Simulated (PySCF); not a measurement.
# EPR parameters of C2H12NOSi3

C₂H₁₂NOSi₃ (doublet state).
Geometry (GFN2-xTB, Å), atoms numbered from 1 in this order:
```
atom  x, y, z in Å
C1    -0.905   -1.812   -0.307
N2    -1.049   -0.382   -0.338
C3    -2.421    0.043   -0.383
Si4    0.212    0.737   -0.745
Si5    0.233    2.523    0.699
O6     1.601   -0.109   -0.533
Si7    2.895   -0.850    0.074
H8     0.150   -2.067   -0.296
H9    -1.376   -2.281   -1.179
H10   -1.378   -2.218    0.594
H11   -2.931   -0.336   -1.277
H12   -2.961   -0.328    0.494
H13   -2.470    1.129   -0.390
H14   -1.009    3.266    0.441
H15    0.332    2.462    2.167
H16    1.346    3.382    0.279
H17    4.051   -0.081   -0.380
H18    2.785   -0.857    1.534
H19    2.887   -2.212   -0.462
```

The hyperfine couplings belong to this conformer and change with its torsions.

As a line formula: `[Si]([SiH3])(N(C)C)O[SiH3]` [radical].

Level of theory: PySCF, UKS B3LYP, pcH-1 on C H N O Si, non-relativistic, mean-field spin-orbit, GIAO. Geometry: GFN2-xTB, one conformer, isolated molecule. A GFN2-xTB geometry isn't a minimum of the functional, and hyperfine couplings can be far from their values at a DFT geometry, by a factor of two or more for some ions and for spin on atoms past the first row. Stability of the SCF solution: not tested.

| Quantity | Value |
| --- | --- |
| g1, g2, g3 | 2.00128, 2.00217, 2.00358 |
| g_iso | 2.00234 |
| Form of g | rhombic: the two nearest values differ by 38 % of g3 − g1 |
| ⟨S²⟩ | 0.7537 (exact 0.7500) |
| Total energy | -1081.98072 Eh |

Isotropic coupling and dipolar principal values T1 to T3, in MHz; ρ(0) is the spin density at the nucleus:

```tsv
atom	isotope	a_iso	of which spin–orbit	T1	T2	T3	Mulliken spin population	ρ(0) (bohr⁻³)
C1	13C	-7.7	0.0	-0.9	-0.8	1.7	-0.01	-0.0068
N2	14N	14.3	0.0	-11.0	-10.6	21.6	0.17	0.0443
C3	13C	-5.3	0.0	-0.8	-0.6	1.4	-0.01	-0.0048
Si4	29Si	-527.5	0.7	-107.2	50.5	56.7	0.62	0.5943
Si5	29Si	-234.1	0.2	-36.9	16.2	20.7	0.14	0.2636
O6	17O	-32.1	0.0	-14.9	6.8	8.1	0.02	0.0529
Si7	29Si	-8.5	0.0	-2.7	1.2	1.5	0.00	0.0096
H8	1H	0.5	0.0	-2.4	-1.4	3.7	0.00	0.0001
H9	1H	16.2	0.0	-2.2	-1.6	3.8	0.01	0.0036
H10	1H	24.9	0.0	-2.0	-1.4	3.3	0.01	0.0056
H11	1H	11.1	0.0	-2.6	-1.4	3.9	0.01	0.0025
H12	1H	10.2	0.0	-2.0	-1.5	3.5	0.00	0.0023
H13	1H	0.3	0.0	-2.7	-1.5	4.3	0.00	0.0001
H14	1H	-10.0	0.0	-3.0	-1.3	4.4	-0.01	-0.0022
H15	1H	70.8	0.0	-3.0	-0.3	3.4	0.04	0.0158
H16	1H	-8.4	0.0	-3.1	-1.3	4.4	0.00	-0.0019
H17	1H	-0.3	0.0	-1.0	-0.9	1.9	0.00	-0.0001
H18	1H	4.8	0.0	-1.1	-0.8	1.9	0.00	0.0011
H19	1H	-0.9	0.0	-0.9	-0.9	1.8	0.00	-0.0002
```

The largest Mulliken spin populations are on Si4 (+0.62), N2 (+0.17) and Si5 (+0.14). The angles at Si4 add up to 324.0°, so it is pyramidal.

Axes: g2 points within 7° of the Si5–H15 bond and g3 points within 8° of the N2–C3 bond.

Under fast tumbling the dipolar parts average out, and these isotropic splittings remain: 3 × 1H (H14/H15/H16, I = 1/2, 4 lines) with 0.62 mT, 1 × 14N (N2, I = 1, 3 lines) with 0.51 mT, 3 × 1H (H8/H9/H10, I = 1/2, 4 lines) with 0.49 mT, 3 × 1H (H11/H12/H13, I = 1/2, 4 lines) with 0.26 mT and 3 × 1H (H17/H18/H19, I = 1/2, 4 lines) with 0.04 mT.

Class means assume fast exchange of nuclei equivalent by connectivity; if that motion is slow, each nucleus keeps its own coupling. C1 and C3, with what hangs on them, aren't averaged: N2 is flat or nearly so (angle sum 358°), and its turn about the short N2–Si4 bond (1.73 Å) is taken as slow. The three 1H nuclei of mean +17.5 MHz run from -10.0 to 70.8 MHz in the frozen geometry. The three 1H nuclei of mean +13.8 MHz run from 0.5 to 24.9 MHz in the frozen geometry.

The 29Si coupling of Si4 (-527.5 MHz) shows only in satellite lines or after enrichment, since that isotope makes up about 4.7 % of natural silicon.

The 17O coupling of O6 (-32.1 MHz) shows only in satellite lines or after enrichment, since that isotope makes up about 0.038 % of natural oxygen.

The spin density at the nucleus, in bohr⁻³, is negative for C1 (-0.0068) and C3 (-0.0048), for instance. A restricted open-shell determinant has no negative spin density anywhere; here it arises because α and β orbitals differ (spin polarisation).
